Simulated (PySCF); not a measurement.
Bond curve of LiPb

Set-up: PySCF, scalar-relativistic core potentials, basis sets Li def2-SVPD, Pb def2-SVPD with ECP60. Energies in eV from Li + Pb in their ground configurations at the same level. State: ⁴Σ⁻ (quartet), unpaired electrons σ ↑, π ↑↑.

| R (Å) | UHF-CCSD(T) |
| --- | --- |
| 2.376 | -1.120 |
| 2.482 | -1.230 |
| 2.561 | -1.274 |
| 2.640 | -1.294 |
| 2.719 | -1.294 |
| 2.825 | -1.271 |
| 2.957 | -1.216 |
| 3.115 | -1.124 |

Problem. Put a parabola through the three lowest points of the UHF-CCSD(T) curve and estimate Re, k and ωe (reduced mass 6.787 u; 1 eV/Å² = 0.16022 mdyn/Å; ωe = 1302.8·√(k/μ) cm⁻¹).

Solution. Through R = 2.64, 2.719, 2.825 Å the second-order coefficient is 1.17 eV/Å², so Re ≈ 2.679 Å, k ≈ 0.376 mdyn/Å and ωe ≈ 307 cm⁻¹. A polynomial fit of higher order to the unrounded UHF-CCSD(T) energies gives Re = 2.679 Å, k = 0.439 mdyn/Å, ωe = 331 cm⁻¹; anharmonicity and rounding make the difference.

The higher-order fit for each curve: UHF-CCSD(T): Re = 2.679 Å, ωe = 331 cm⁻¹, De = 1.30 eV.

Correlated steps freeze 4 core orbitals. Correlated levels converge slowly with the basis: in double zeta they bind strong bonds too weakly, by up to about 1 eV, and carry superposition errors of some tenths. These are scalar-relativistic numbers at best; spin–orbit coupling would shift them, the dissociation energy most. The state is the lowest determinant that a PBE0 search found; another state may lie lower at other levels.
